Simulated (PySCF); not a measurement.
sulfur trioxide (O₃S), SMILES O=S(=O)=O. Atoms are numbered in the order given.

```xyz
4

O      1.4192     0.0000     0.0000
S      0.0000     0.0000     0.0000
O     -0.7096    -1.2290     0.0000
O     -0.7096     1.2290     0.0000
```

Coordinates come from a ωB97X-D3(BJ)/def2-TZVP optimisation.

Two levels are set side by side: PBE/pcSseg-2 (PySCF) and HF/pcSseg-2 (PySCF). GIAO shifts against H2O (¹⁷O), H2S (³³S) at the same level; non-relativistic, no solvent, atoms listed together averaged. Differences are taken from unrounded values.

```json
[
 {"quantity": "δ(¹⁷O) of O1, O3, O4 (ppm)", "HF": "259.8"},
 {"quantity": "δ(³³S) of S2 (ppm)", "HF": "661.8"}
]
```

**Question.** What does PBE give, and how far is it from HF? (An estimate is asked for; the answer gives what the named calculation found.)

**Answer.** 
```csv
quantity,PBE,PBE minus HF
"δ(¹⁷O) of O1, O3, O4 (ppm)",310.2,50.3
δ(³³S) of S2 (ppm),619.7,-42.1
```

Rough cost on one machine, each run with all the roots and properties that it gave: HF against PBE within a factor of 2.
